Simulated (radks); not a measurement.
Sb I, 51 electrons, occupied as [Kr] 4d10 5s2 5p3. All-electron calculation, Dirac Kohn-Sham, PBEsol, spin-unpolarised, spherical densities, point nucleus; open shells fill j = l - 1/2 first. Program: a radial shooting solver on a logarithmic mesh with Libxc functionals. Some entries of the table are withheld. Estimate them.

| orbital | occ. | eigenvalue (eV) | r(max) (bohr) | <r^2> (bohr^2) |
|---|---|---|---|---|
| 1s1/2 | 2 | -30269.16 | 0.01835 | 0.001095 |
| 2s1/2 | 2 | -4604.659 | 0.1038 | 0.01768 |
| 2p1/2 | 2 | -4308.359 | 0.07984 | (1) |
| 2p3/2 | 4 | -4056.741 | 0.08446 | (2) |
| 3s1/2 | 2 | -902.3232 | 0.3003 | (3) |
| 3p1/2 | 2 | -781.2079 | 0.2866 | (4) |
| 3p3/2 | 4 | -734.7838 | 0.2970 | (5) |
| 3d3/2 | 4 | -520.7530 | 0.2425 | 0.1093 |
| 3d5/2 | 6 | -511.1011 | 0.2455 | 0.1117 |
| 4s1/2 | 2 | -148.2217 | 0.7228 | 0.7078 |
| 4p1/2 | 2 | -107.2520 | 0.7458 | 0.7918 |
| 4p3/2 | 4 | -98.6353 | 0.7705 | 0.8487 |
| 4d3/2 | 4 | -33.9029 | 0.8421 | 1.239 |
| 4d5/2 | 6 | -32.6578 | 0.8514 | 1.273 |
| 5s1/2 | 2 | -12.6953 | (6) | 5.663 |
| 5p1/2 | 2 | (7) | (8) | 9.297 |
| 5p3/2 | 1 | (9) | (10) | 10.27 |

Answer. 
(1) 2p1/2 <r^2> (bohr^2): 0.01312
(2) 2p3/2 <r^2> (bohr^2): 0.01442
(3) 3s1/2 <r^2> (bohr^2): 0.1250
(4) 3p1/2 <r^2> (bohr^2): 0.1198
(5) 3p3/2 <r^2> (bohr^2): 0.1282
(6) 5s1/2 r(max) (bohr): 1.896
(7) 5p1/2 eigenvalue (eV): -5.1371
(8) 5p1/2 r(max) (bohr): 2.274
(9) 5p3/2 eigenvalue (eV): -4.5271
(10) 5p3/2 r(max) (bohr): 2.380
